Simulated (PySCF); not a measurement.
Vertical excitations of a molecule C2H7FOSi2 from PySCF with TDA-PBE/def2-SVPD, as energy in eV (oscillator strength): 4.87 (0.084), 5.21 (0.035), 5.71 (0.022), 5.78 (0.011), 5.87 (0.013), 6.18 (0.005), 6.43 (0.009), 6.51 (0.014), 6.57 (0.001), 6.75 (0.058). Lowest triplet (TDA): 4.02 eV. Geometry optimised at ωB97X-D3(BJ)/def2-SVP. One conformer was computed; it need not be the lowest.

Which structure fits?
A. O=C[SiH2][C@H](F)[SiH3]
B. C=CO[SiH2][SiH2]F
C. C=C[Si@H](F)[SiH2]O
D. F[Si@@H]1C[C@H]([SiH3])O1

C, C=C[Si@H](F)[SiH2]O
